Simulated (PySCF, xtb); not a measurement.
AlCl, SMILES [Al][Cl] (connectivity only; charge and spin as stated), charge +1, multiplicity 2.

Harmonic wavenumbers (cm⁻¹) from GFN2-xTB (xtb) at its own minimum, in rising order: 637.

Task: What does PBE-D3(BJ)/def2-TZVPD (PySCF) give at its own minimum? (An estimate is asked for; the answer gives what the named calculation found.)

Result: 569. Paired by order, the mean absolute difference is 69 cm⁻¹ and the zero-point energies are 0.9 and 0.8 kcal/mol.
